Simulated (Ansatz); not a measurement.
Reaction (formal exchange of groups at a C–C bond): `C/C=C/CCC` + `BCl` → `C/C=C\BCl` + `CCC`

Gas-phase electronic energies from Ansatz, PBE0-D4/def2-TZVP geometries. CCSD(T)/CBS adds triple-zeta CCSD(T) − MP2 to the extrapolated MP2 energy (def2 sets, frozen cores). This one scheme is used for every species. Double bonds are as drawn, so ΔE can hold a change between cis and trans. Functionals use def2-TZVPP. B3LYP here is the variant with VWN-RPA as its local correlation; programs differ in this. One conformer a species, not always the lowest.

```csv
level,ΔE (kJ/mol),difference from CCSD(T)/CBS
PBE-D4,-69.2,-8.6
r2SCAN-D4,-70.3,-9.7
PBE0-D4,-66.6,-6.0
B3LYP-D4,-67.1,-6.5
ωB97M-V,-63.0,-2.4
PBE,-71.7,-11.1
PBE0,-69.0,-8.4
HF/def2-TZVPP,-63.5,-2.9
MP2/def2-TZVPP,-59.9,0.7
CCSD/def2-TZVPP,-59.0,1.6
CCSD(T)/def2-TZVPP,-59.5,1.1
HF/def2-QZVPP,-63.4,-2.8
MP2/def2-QZVPP,-60.6,0.0
SCS-MP2/def2-QZVPP,-59.1,1.5
HF/CBS(def2),-63.4,-2.8
MP2/CBS(def2),-61.1,-0.5
CCSD(T)/CBS,-60.6,0
```

Largest T1 diagnostic among the species: 0.012.

In def2-TZVPP, CCSD(T) changes the Hartree–Fock value by +4.1 kJ/mol (the triples alone add −0.5 kJ/mol) and MP2 by +3.6 kJ/mol. The D4 term adds +3.5 kJ/mol with B3LYP and +2.4 kJ/mol with PBE0; it sums over pairs of atoms, weighted by their polarisabilities, and B3LYP, whose exchange is more repulsive, gets the larger term.
